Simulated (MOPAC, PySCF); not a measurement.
H5AlSi, SMILES `[SiH3][AlH2]`, neutral singlet in the gas phase. 

Z-matrix (Å, degrees):
```
Si
H 1 1.4857
H 1 1.4878 2 107.57
H 1 1.4888 2 107.36 3 -114.67
Al 1 2.4601 2 113.44 4 -122.06
H 5 1.5832 1 121.66 2 7.09
H 5 1.5836 6 118.82 1 -179.45
```
Charge 0, spin multiplicity 1.

All levels are single points at this geometry (B3LYP-D3(BJ)/def2-TZVP); Pople sets use spherical d functions. Orbital energies aren't observables, and empty levels follow the basis.

SVWN5/6-31G* in PySCF gives HOMO (eV) = -6.51.

**Question.** Estimate the HOMO (eV) from each of these levels: B3LYP-D3(BJ)/def2-TZVP in PySCF; B3LYP/3-21G in PySCF; B3LYP/6-311+G** in PySCF; HF/6-31G* in PySCF; AM1 in MOPAC; PM3 in MOPAC; PM6 in MOPAC; PM7 in MOPAC.

**Answer.** 
```csv
level,HOMO (eV)
B3LYP-D3(BJ)/def2-TZVP in PySCF,-7.42
B3LYP/3-21G in PySCF,-7.48
B3LYP/6-311+G** in PySCF,-7.44
HF/6-31G* in PySCF,-10.07
AM1 in MOPAC,-9.97
PM3 in MOPAC,-9.52
PM6 in MOPAC,-10.05
PM7 in MOPAC,-10.56
```
